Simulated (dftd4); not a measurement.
C₂H₃N₃, charge -1, doublet, geometry from GFN2-xTB (a state made from the parent by changing its charge; the spin is typed, not shown lowest); D4 for tpss in dftd4 4.2.0.

Input for dftd4:
```
$ dftd4 mol.xyz --func tpss --charge -1 --json dftd4.json --noedisp --property

# file mol.xyz
8

C      1.10860021    -0.01508195    -0.12797439
N      0.44625517     1.13489611    -0.13199815
C     -0.83601278     0.76774927     0.12797594
N     -0.93232351    -0.66726295     0.22383552
N      0.40632925    -1.13732239     0.03728586
H      2.18355403    -0.05782841    -0.26050758
H     -1.68976664     1.35226865    -0.19430976
H     -1.57113837    -1.12261954    -0.44905469
```

Task: What does dftd4 print? Leave out banner, timings and long lists.

Result: 
```
                    ____  _____ _____     ____  _  _
      -------------|  _ \|  ___|_   _|---|  _ \| || |------------
     |             | | | | |_    | | ___ | | | | || |_           |
     |             | |_| |  _|   | ||___|| |_| |__   _|          |
     |             |____/|_|     |_|     |____/   |_|            |
     |             ===================================           |
     |            E. Caldeweyher, S. Ehlert & S. Grimme          |
     |          Mulliken Center for Theoretical Chemistry        |
     |                    University of Bonn                     |
      -----------------------------------------------------------

Rational (Becke-Johnson) damping: tpss-D4-ATM
---------------------
  s6         1.0000
  s8         1.7660
  s9         1.0000
  a1         0.4282
  a2         4.5426
 alp        16.0000
--------------------

Atomic data, radii in Ångström:
------------------------------------------------------
   Z          R(cov)      r4/r2   hardness         EN
------------------------------------------------------
   6 C        1.0000     1.6431     0.4220     2.5500
   7 N        0.9467     1.4350     0.5044     3.0400
   1 H        0.4267     1.0622     0.4726     2.2000
------------------------------------------------------

Atomic reference systems (in atomic units):
----------------------------------------------------------------------------
   Z        #      CN     q+Z       C6(AA)   #      CN     q+Z       C6(AA)
----------------------------------------------------------------------------
   6 C      1  0.0000  6.0000      49.3833   2  0.9189  5.8288      52.1688
            3  1.9079  5.8579      35.6972   4  2.8312  5.7775      35.8445
            5  3.7487  5.7435      28.6317   6  2.9183  5.8956      32.2504
            7  0.8556  6.2103      25.6194
   7 N      1  0.0000  7.0000      25.3714   2  0.8583  6.6470      32.5496
            3  1.8399  6.6987      28.5877   4  2.5804  6.1757      42.3910
            5  0.9809  7.0000      18.1534
   1 H      1  0.0000  1.0000       7.6362   2  0.8942  1.0000       3.0374
----------------------------------------------------------------------------

Atomic properties (in atomic units):
----------------------------------------------------------------------------
     #    Z              CN          q      C6(AA)        C8(AA)   alpha(0)
----------------------------------------------------------------------------
     1    6 C        3.1174     0.1131     26.7131      772.5894     8.4409
     2    7 N        1.8468    -0.5213     34.8031      767.7833     8.7758
     3    6 C        3.0473     0.0458     28.3600      820.2207     8.7075
     4    7 N        2.8549    -0.3911     28.1391      620.7703     7.9427
     5    7 N        1.9344    -0.4165     31.4922      694.7436     8.3538
     6    1 H        0.9252     0.0196      2.7386       33.1048     2.5879
     7    1 H        0.9252     0.0161      2.7937       33.7709     2.6138
     8    1 H        0.8586     0.1343      1.5134       18.2950     1.9272
----------------------------------------------------------------------------

Molecular properties (in atomic units):
----------------------------------------
 molecular C6                1013.3984
 molecular C8               22835.2475
----------------------------------------

Dispersion energy:      -9.4836067775745E-03 Eh

[Info] JSON dump of results written to 'dftd4.json'
```
